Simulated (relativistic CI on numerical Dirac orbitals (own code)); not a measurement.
## Spin-allowed bands of a d8 ion in a tetrahedral site, by hand

Problem. Take Δ = 4200 cm⁻¹ and B = 730 cm⁻¹ for a d8 ion in a tetrahedral site. Calculate the three spin-allowed bands.

Working.
1. The terms of highest spin are 3F (energy 0) and 3P (15B = 10950 cm⁻¹). Here the F term splits into A2 at +1.2Δ = 5040, T2 at +0.2Δ = 840 and T1 at −0.6Δ = -2520 cm⁻¹.
2. The two T1 states mix through the element 0.4Δ: H = [[-2520, 1680], [1680, 10950]], with roots ½(H₁₁ + H₂₂) ∓ ½√[(H₂₂ − H₁₁)² + 4H₁₂²] = ½(8430) ∓ ½(13883) = -2726 and 11156 cm⁻¹.
3. The ground term is 3T1 at -2726 cm⁻¹.
4. Bands: 3T2 3566 cm⁻¹ (2804 nm), 3A2 7766 cm⁻¹ (1288 nm), 3T1(P) 13883 cm⁻¹ (720 nm).

Check. Exact diagonalisation of the whole d8 shell with these parameters gives 3T2 3566, 3A2 7766, 3T1 13883 cm⁻¹. The match is exact, since without spin-orbit coupling no other term has this spin. The ratio of the second band to the first, 2.178, depends on Δ/B = 5.8 alone, which is how a Tanabe-Sugano diagram is read.
